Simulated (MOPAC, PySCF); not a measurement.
Two conformers of CH5BO2 (SMILES COBO), B3LYP-D3(BJ)/def2-TZVP minima.
Conformer 1 (charge 0, multiplicity 1, Z-matrix in Å and degrees):
```
O
B 1 1.3509
O 2 1.3684 1 119.95
H 3 0.9607 2 113.25 1 -180.00
C 1 1.4278 2 121.12 3 0.01
H 5 1.0883 1 107.24 2 -179.99
H 5 1.0913 6 109.52 1 120.44
H 5 1.0913 6 109.52 7 119.11
H 2 1.1944 1 118.02 5 -179.99
```
Conformer 2 (charge 0, multiplicity 1):
```xyz
9

C     -1.4446     0.1042     0.0983
O     -0.1680     0.6637    -0.1642
B      0.9697    -0.0584    -0.0691
O      2.1393     0.5844    -0.3445
H     -1.3732    -0.9508     0.3743
H     -2.0646     0.2001    -0.7942
H     -1.9139     0.6570     0.9133
H      0.9463    -1.2169     0.2449
H      2.9090     0.0166    -0.2589
```

No zero-point or thermal terms.

Rows in 6-31G* carry no dispersion term and start afresh at each structure (6-31G* with six Cartesian d functions). MP2/6-31G* freezes PySCF's default core. The state that PM6 reach isn't checked.

The values were computed with MOPAC for PM6 (differences of heats of formation); PySCF for 6-31G* rows. 

### Question
One of these levels gives 38.5 meV for the electronic energy of conformer 2 less that of conformer 1. Name it.
A. MP2/6-31G*
B. BP86/6-31G*
C. PM6

### Answer
B, BP86/6-31G*. The others give 275.4 (PM6), 75.8 (MP2/6-31G*)
